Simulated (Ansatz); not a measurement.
Al3Ni. Charge 0, multiplicity 4. Geometry r2SCAN-D4/def2-SVP; atoms count from 1.

```xyz
4

Ni   -1.276    0.252   -0.085
Al    0.300   -1.470    0.220
Al    0.544    0.404   -1.518
Al    0.433    0.815    1.383
```

At PBE0-D4/def2-TZVP a doublet of charge 0 lies 0.77 eV below the quartet, each at its own geometry. The structure comes from a short search, and lower isomers may exist.

Question: Estimate the Mulliken populations from the PBE0/def2-TZVP orbitals of Ansatz.

Answer: 
```csv
atom,charge (e),spin (α − β),d electrons
Ni1,0.00,1.04,8.81
Al2,-0.05,0.73,–
Al3,0.03,0.61,–
Al4,0.03,0.61,–
```
Mulliken values depend strongly on the basis.

Question: Where does the spin sit?

Answer: Summed by element: Ni 1.04, Al 1.96, of 3 unpaired in all. Largest on single atoms: Ni1 1.04, Al2 0.73, Al4 0.61.

Question: And the Mayer bond orders between heavy atoms (over 0.3)?

Answer: Ni1–Al2 0.79 (2.35 Å); Ni1–Al3 0.77 (2.32 Å); Ni1–Al4 0.77 (2.32 Å); Al2–Al3 0.89 (2.57 Å); Al2–Al4 0.89 (2.57 Å); Al3–Al4 0.49 (2.93 Å).
